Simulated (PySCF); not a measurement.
**How the functional moves excitation energies**

Sodium potassium, KNa.
SMILES: `[Na][K]`

Linear-response calculations in the def2-SVPD basis (PySCF; singlets by full response, triplets Tamm–Dancoff, core orbitals frozen in the response; HF means time-dependent Hartree–Fock). 'Strongest' is the level of largest summed f among the singlets computed (10 roots, of which the last may lack a degenerate partner); it can jump between rows when another state enters that window. S1 is the lowest singlet of each run and needn't be the same state throughout; f(S1) is that of one state. Isolated species at its PBE0-D3(BJ)/def2-SVP geometry, gas phase.

```json
{"functional": "LDA", "kind": "LDA", "S1 (eV)": "1.74", "f(S1)": "0.618", "strongest (eV)": "2.24", "T1 (eV)": "0.80", "HOMO (eV)": "-2.90", "gap (eV)": "1.08", "ionisation energy, ΔSCF (eV)": "4.72"}
{"functional": "PBE", "kind": "GGA", "S1 (eV)": "1.71", "f(S1)": "0.595", "strongest (eV)": "2.16", "T1 (eV)": "0.77", "HOMO (eV)": "-2.79", "gap (eV)": "1.08", "ionisation energy, ΔSCF (eV)": "4.60"}
{"functional": "B3LYP", "kind": "global hybrid, 20% exact exchange", "S1 (eV)": "1.74", "f(S1)": "0.611", "strongest (eV)": "2.23", "T1 (eV)": "0.80", "HOMO (eV)": "-3.16", "gap (eV)": "1.68", "ionisation energy, ΔSCF (eV)": "4.64"}
{"functional": "PBE0", "kind": "global hybrid, 25% exact exchange", "S1 (eV)": "1.70", "f(S1)": "0.599", "strongest (eV)": "2.13", "T1 (eV)": "0.74", "HOMO (eV)": "-3.20", "gap (eV)": "1.91", "ionisation energy, ΔSCF (eV)": "4.48"}
{"functional": "BHandHLYP", "kind": "global hybrid, 50% exact exchange", "S1 (eV)": "1.74", "f(S1)": "0.612", "strongest (eV)": "2.21", "T1 (eV)": "0.79", "HOMO (eV)": "-3.54", "gap (eV)": "2.63", "ionisation energy, ΔSCF (eV)": "4.43"}
{"functional": "CAM-B3LYP", "kind": "range-separated hybrid", "S1 (eV)": "1.76", "f(S1)": "0.618", "strongest (eV)": "2.25", "T1 (eV)": "0.79", "HOMO (eV)": "-3.90", "gap (eV)": "3.11", "ionisation energy, ΔSCF (eV)": "4.52"}
{"functional": "wB97X-D", "kind": "range-separated hybrid", "S1 (eV)": "1.60", "f(S1)": "0.606", "strongest (eV)": "2.08", "T1 (eV)": "1.07", "HOMO (eV)": "-4.36", "gap (eV)": "4.12", "ionisation energy, ΔSCF (eV)": "4.35"}
{"functional": "LC-wPBE", "kind": "range-separated hybrid", "S1 (eV)": "1.74", "f(S1)": "0.607", "strongest (eV)": "2.09", "T1 (eV)": "0.76", "HOMO (eV)": "-4.49", "gap (eV)": "4.31", "ionisation energy, ΔSCF (eV)": "4.23"}
{"functional": "HF", "kind": "Hartree–Fock", "S1 (eV)": "1.64", "f(S1)": "0.598", "strongest (eV)": "2.02", "T1 (eV)": "0.38", "HOMO (eV)": "-3.96", "gap (eV)": "3.94", "ionisation energy, ΔSCF (eV)": "not settled"}
```

S1 runs from 1.60 eV (wB97X-D) to 1.76 eV (CAM-B3LYP), a spread of 0.16 eV, while the orbital gap spreads over 3.2 eV. −ε(HOMO) comes closest to its own ΔSCF ionisation energy with wB97X-D (+0.01 eV) and misses most with LDA (-1.81 eV). 'Not settled' means that the ion's SCF failed to converge or may have ended in another state than the lowest.
